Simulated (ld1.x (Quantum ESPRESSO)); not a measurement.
**neodymium (Nd): PAW pseudisation with PBE, fully relativistic reference atom.**

ld1.x (Quantum ESPRESSO) 7.5 input, shortened:

```
&input
   title='Nd', zed=60., rel=2, dft='PBE', iswitch=3,
   config='[Xe] 4f4 5d0 6s2 6p0', rel_dist='average'
 /
 &inputp
   pseudotype=3, lpaw=.true., tm=.true., lloc=-1, rcloc=2.05,
   nlcc=.false.,
   which_augfun='GAUSS', rmatch_augfun=1.45
 /
8
5S  1  0   2.00   0.00  1.90  2.40  0.0
6S  2  0   2.00   0.00  1.90  2.40  0.0
5P  2  1   6.00   0.00  2.25  2.45  0.0
6P  3  1   0.00   0.00  2.25  2.45  0.0
5D  3  2   0.00   0.00  3.60  4.62  0.0
5D  3  2   0.00   0.60  3.60  4.62  0.0
4F  4  3   4.00   0.00  1.60  2.00  0.0
4F  4  3   0.00   0.85  1.60  2.00  0.0
 &test
   configts(1)='4f4 5s2 5p6 5d0 6s2 6p0'
 /
```

Open shells are filled in proportion to 2j + 1 (rel_dist='average').

Poles of the logarithmic derivatives, all-electron (AE) and pseudo (PS). s: poles at 0.1, 2.3 (AE) and 0.1, 2.3 (PS) Ry. p1/2: poles at 0.5, 2.9 (AE) and 0.5, 2.9 (PS) Ry. p3/2: poles at 0.6, 3.0 (AE) and 0.6, 3.0 (PS) Ry. d3/2: poles at -0.0, 1.5, 4.1 (AE) and -0.0, 1.4, 3.3 (PS) Ry. d5/2: poles at -0.0, 1.5, 4.2 (AE) and -0.0, 1.4, 3.3 (PS) Ry. f5/2: poles at 1.2, 3.1 (AE) and 1.2, 3.1 (PS) Ry. f7/2: poles at 1.2, 3.1 (AE) and 1.2, 3.1 (PS) Ry. Test radius 5.01 bohr.

* Configuration tests: test run stopped at test 3 of 7 (negative rho)

The ghost test of this file was not conclusive.
